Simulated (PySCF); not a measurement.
Two species compared at the same levels of theory.

First species: C₂H₁₂FPSi₃.
Atom-mapped SMILES: `[CH3:1][CH2:2][Si@@H:3]([F:4])[Si@H:5]([SiH3:6])[PH2:7]` (hydrogens: H8, H9, H10 on C1; H11, H12 on C2; H13 on Si3; H14 on Si5; H15, H16, H17 on Si6; H18, H19 on P7)

Geometry (GFN2-xTB, Å), atoms numbered from 1 in this order:
```
atom  x, y, z in Å
C1    -3.1326   -0.5958    0.1580
C2    -1.8143   -0.6246   -0.6088
Si3   -0.6815    0.8473   -0.1906
F4    -0.5895    0.8735    1.4326
Si5    1.5015    0.4843   -0.9266
Si6    2.5574   -1.4704   -0.1889
P7     2.8816    2.2068   -0.4711
H8    -3.7036    0.2961   -0.0895
H9    -2.9459   -0.5922    1.2289
H10   -3.7405   -1.4670   -0.0803
H11   -1.2946   -1.5578   -0.3797
H12   -2.0211   -0.6448   -1.6795
H13   -1.3850    2.1106   -0.4370
H14    1.4689    0.5288   -2.4063
H15    1.6662   -2.6174   -0.3932
H16    3.8041   -1.7727   -0.8954
H17    2.8719   -1.4247    1.2416
H18    1.9534    3.1948   -0.7390
H19    2.5938    2.2344    0.8800
```

Second species: C₆H₁₂ClFO.
SMILES: `CC[C@@H](F)[C@H](CCl)OC`

Levels: PBE0/pcSseg-1 for dipole moment, HOMO energy, LUMO energy and HOMO–LUMO gap; GFN2-xTB for rotational constant A and rotational constant C. Geometries: GFN2-xTB. Each structure is a single optimised conformer of the isolated species, non-relativistic unless stated. Electronic properties by PySCF.

Dipoles, sizes and rotational constants follow the conformer. The torsions of the flexible species, by atom-mapped SMILES:
- `[CH3:1][CH2:2][Si@@H:3]([F:4])[Si@H:5]([SiH3:6])[PH2:7]`: C1–C2–Si3–F4 51°, C2–Si3–Si5–Si6 -55°, H–P7–Si5–Si3 -39°, H–P7–Si5–Si3 54°
- `[CH3:1][CH2:2][C@@H:3]([F:4])[C@H:5]([CH2:6][Cl:7])[O:8][CH3:9]`: C1–C2–C3–F4 65°, C2–C3–C5–C6 180°, C3–C5–C6–Cl7 -70°, C3–C5–O8–C9 -170°

```
             property   column X   column Y
        dipole moment     2.68 D     1.81 D
          HOMO energy   -7.85 eV   -7.25 eV
          LUMO energy    1.05 eV   -0.92 eV
        HOMO–LUMO gap    8.90 eV    6.33 eV
rotational constant A  1.722 GHz  1.517 GHz
rotational constant C  0.696 GHz  0.519 GHz
```

(1) Which column belongs to which species?

(2) How does each property change from the first species to the second?

Answers

(1) Column X is the second species and column Y the first. The first has 19 atoms and 90 electrons, the second 21 and 82.

(2) dipole moment +0.87 D; HOMO energy -0.60 eV; LUMO energy +1.97 eV; HOMO–LUMO gap +2.57 eV; rotational constant A +0.205 GHz; rotational constant C +0.177 GHz.

On the first: The dipole equals about 6.0 × 10⁻³⁰ C·m (1 D = 3.33564 × 10⁻³⁰ C·m). A dipole of 1.81 D is allowed in C1, and pure rotational transitions are dipole-allowed.

On the second: A dipole of 2.68 D is allowed in C1, and pure rotational transitions are dipole-allowed. The dipole matches unit charges of opposite sign 0.56 Å apart (1 e·Å = 4.8032 D).
